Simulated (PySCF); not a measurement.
Geometries of 4 isomers of C5H6F2, from PySCF 2.14.0, PBE0-D3(BJ)/def2-SVP geometry optimisation, gas phase. One conformer each, no zero-point energy, no frequencies.

Task: Which isomer lies lowest at this level?
A.
```xyz
13
angstrom
C      2.703    0.437    0.369
C      1.344    0.015    0.082
C      0.214   -0.341   -0.165
C     -1.174   -0.733   -0.447
C     -2.197    0.266    0.032
F     -1.326   -0.915   -1.788
F     -1.427   -1.940    0.130
H      3.180    0.855   -0.531
H      3.313   -0.412    0.714
H      2.720    1.210    1.153
H     -2.114    0.397    1.118
H     -3.198   -0.113   -0.218
H     -2.037    1.232   -0.464
```
B.
```xyz
13
angstrom
C     -1.389   -0.236    0.837
C     -0.477    0.236   -0.276
C      0.661    1.183    0.072
C      1.648    0.359   -0.308
C      0.676   -0.718   -0.702
F      0.751   -1.865    0.010
F      0.676   -1.076   -2.003
H     -2.033   -1.059    0.492
H     -2.041    0.582    1.179
H     -0.808   -0.597    1.698
H     -1.056    0.561   -1.157
H      0.653    2.194    0.489
H      2.737    0.421   -0.342
```
C.
```xyz
13
angstrom
C      2.399    0.362   -0.180
C      1.328   -0.387   -0.141
C      0.253   -1.135   -0.094
C     -1.163   -0.641   -0.019
C     -1.304    0.848    0.167
F     -0.850    1.218    1.384
F     -2.614    1.187    0.098
H      2.822    0.706   -1.130
H      2.908    0.669    0.741
H      0.385   -2.224   -0.119
H     -1.707   -0.917   -0.938
H     -1.695   -1.129    0.815
H     -0.754    1.430   -0.594
```
D.
```xyz
13
angstrom
C     -2.350    0.471    0.800
C     -1.067    0.114    0.657
C     -0.304    0.349   -0.551
F     -0.967    0.956   -1.540
C      0.985    0.022   -0.768
C      1.934   -0.649    0.150
F      1.517    0.325   -1.954
H     -2.893    0.967   -0.008
H     -2.885    0.275    1.731
H     -0.543   -0.381    1.478
H      1.481   -0.884    1.119
H      2.298   -1.586   -0.303
H      2.812   -0.005    0.320
```

Result: B. That is `C[C@H]1C=CC1(F)F`, 2.7 kcal/mol below the next.

```tsv
SMILES	atoms numbered as above	E (Eh)	relative (kcal/mol)	relative (kJ/mol)	dipole (D)
C[C@H]1C=CC1(F)F	[CH3:1][C@H:2]1[CH:3]=[CH:4][C:5]1([F:6])[F:7]	-393.07347	0.0	0.0	2.30
C=C/C(F)=C(\C)F	[CH2:1]=[CH:2]/[C:3]([F:4])=[C:5](\[CH3:6])[F:7]	-393.06919	2.7	11.2	2.65
CC#CC(C)(F)F	[CH3:1][C:2]#[C:3][C:4]([CH3:5])([F:6])[F:7]	-393.05837	9.5	39.7	2.92
C=C=CCC(F)F	[CH2:1]=[C:2]=[CH:3][CH2:4][CH:5]([F:6])[F:7]	-393.05554	11.2	47.1	1.93
```

As drawn, the lowest has a four-membered ring, which the highest lacks; the highest has cumulated double bonds, which the lowest lacks.
